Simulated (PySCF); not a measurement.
`N#CCCS(=O)(=O)[O-]` (charge -1). Computed geometry: GFN2-xTB, gas phase.

```
atom  x, y, z in Å
N1     3.3500   -0.3573   -0.1319
C2     2.2369   -0.1492   -0.3196
C3     0.8430    0.0954   -0.5172
C4    -0.0092   -0.2609    0.6807
S5    -1.6956    0.1785    0.0697
O6    -1.5878    1.6026   -0.2380
O7    -2.6034   -0.1318    1.1668
O8    -1.8629   -0.6686   -1.1087
H9     0.4662   -0.4843   -1.3667
H10    0.6631    1.1528   -0.7393
H11   -0.0007   -1.3193    0.9200
H12    0.2017    0.3414    1.5583
```

Problem. Which two atoms are farthest apart?

Solution. N1···O7, 6.10 Å; the next longest distance is 5.31 Å.

Problem. Work out the bond lengths C3–C4, C3–H10, C4–H12, S5–O8 in Å.

Solution. For C3–C4 the difference vector is (-0.8522, -0.3563, 1.1979) Å, of length 1.5127 Å. C3–C4 1.513; C3–H10 1.095; C4–H12 1.085; S5–O8 1.461 Å.

Problem. What are the angles C2–C3–C4, C2–C3–H10, S5–C4–H11, S5–C4–H12, C3–C4–H11, O6–S5–O8, C4–S5–O7, C4–S5–O8?

Solution. From the scalar product of the two bond vectors; for C2–C3–C4 it is -0.8640 Å² over 1.4289 × 1.5127 Å², cos θ = -0.3997. C2–C3–C4 113.6°; C2–C3–H10 110.7°; S5–C4–H11 108.2°; S5–C4–H12 108.2°; C3–C4–H11 113.6°; O6–S5–O8 113.8°; C4–S5–O7 105.6°; C4–S5–O8 103.5°.

Problem. What is the repulsion energy of the bare nuclei, Σ ZA·ZB/RAB?

Solution. 465.42 Eh over 66 pairs, with full nuclear charges and distances in bohr; the largest single term is 46.48 Eh (S5 with O7).

Problem. Give the dihedral angles H12–C4–S5–O6, H9–C3–C4–H12, C2–C3–C4–S5, C3–C4–S5–O6.

Solution. H12–C4–S5–O6 60° (synclinal); H9–C3–C4–H12 -173° (antiperiplanar); C2–C3–C4–S5 180° (antiperiplanar); C3–C4–S5–O6 -59° (synclinal). Dihedral signs follow IUPAC: positive where, seen along the central bond, the front bond turns clockwise onto the rear one.

Problem. How far apart are these pairs, which share no bond: N1···H9, C4···O6, C4···O8, O6···H10, O7···O8, O8···H10, H9···H11?

Solution. N1···H9 3.140 Å (3 bonds apart); C4···O6 2.609 Å (2 bonds apart); C4···O8 2.609 Å (2 bonds apart); O6···H10 2.350 Å (4 bonds apart); O7···O8 2.452 Å (2 bonds apart); O8···H10 3.136 Å (4 bonds apart); H9···H11 2.479 Å (3 bonds apart).

Problem. Where is the centre of mass (commonest isotopes), and what is the radius of gyration?

Solution. Mass 133.991 u; centre at (-0.492, 0.071, -0.030) Å; Rg = √(Σ m r²/M) = 2.123 Å. As Ia + Ib + Ic = 2 Σ m r², the three principal moments sum to 1207.5 u·Å².

Problem. Write the matrix of distances between heavy atoms (Å, lower triangle).

Solution. 
```
N1    0.000
C2    1.148  0.000
C3    2.577  1.429  0.000
C4    3.457  2.461  1.513  0.000
S5    5.078  3.965  2.607  1.847  0.000
O6    5.314  4.208  2.874  2.609  1.461  0.000
O7    6.098  5.063  3.843  2.643  1.457  2.452  0.000
O8    5.313  4.207  2.873  2.609  1.461  2.448  2.452  0.000
```

The point group is Cs within 0.08 Å; differences among equivalent distances and angles are scatter left by the optimiser. Whether it is a minimum is left open (no frequencies).

One conformer stands for the species.
